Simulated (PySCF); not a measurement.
Gas-phase reaction: 2 LiOH + Cl₂ = Li₂Cl₂ + O + H₂O

Computed with PySCF and rigid-rotor harmonic-oscillator thermochemistry at 1 bar. The comparison is the NASA 1993 polynomial table, which mixes measured and estimated data. † marks an energy on the PBE0/def2-TZVP geometry and frequencies; other levels use their own. CCSD(T) freezes the core. 6-31G* has spherical d functions here. Open shells (unrestricted): O (multiplicity 3, electronic degeneracy 9); the rest are closed-shell singlets. Spin-orbit splitting is ignored; it lowers the true energy and changes the entropy of O. B3LYP is the form with VWN-RPA correlation. For Li the outer core is correlated in a valence basis, which is rough. CCSD(T) isn't extrapolated to the basis-set limit; its ΔH°(298 K) is -200.0 kJ in def2-SVP and -140.5 kJ in def2-TZVPP. The harmonic model lacks anharmonicity and excited electronic states, which grow with temperature; levels with a mode under 35 cm⁻¹ are left out. The table's entry may be an old estimate for LiOH, Li₂Cl₂ (not checked at source).

```
level                ΔH°(298 K), kJ  minus table  ΔG°(2500 K), kJ
-------------------  --------------  -----------  ---------------
table                        -122.6            -           -103.9
B3LYP/def2-TZVP†              -96.5         26.1           -101.4
CCSD(T)/def2-TZVPP†          -140.5        -17.9           -145.4
HF/6-31G*                    -455.3       -332.7           -444.2
HF/def2-TZVP†                -384.8       -262.2           -389.6
M06-2X/def2-TZVP†            -111.4         11.2           -116.3
PBE/def2-TZVP†                -49.0         73.6            -53.8
PBE0/def2-QZVP†              -117.3          5.3           -122.2
PBE0/def2-SVP†               -170.8        -48.2           -175.6
r2SCAN/def2-TZVP†            -113.8          8.8           -118.7
```
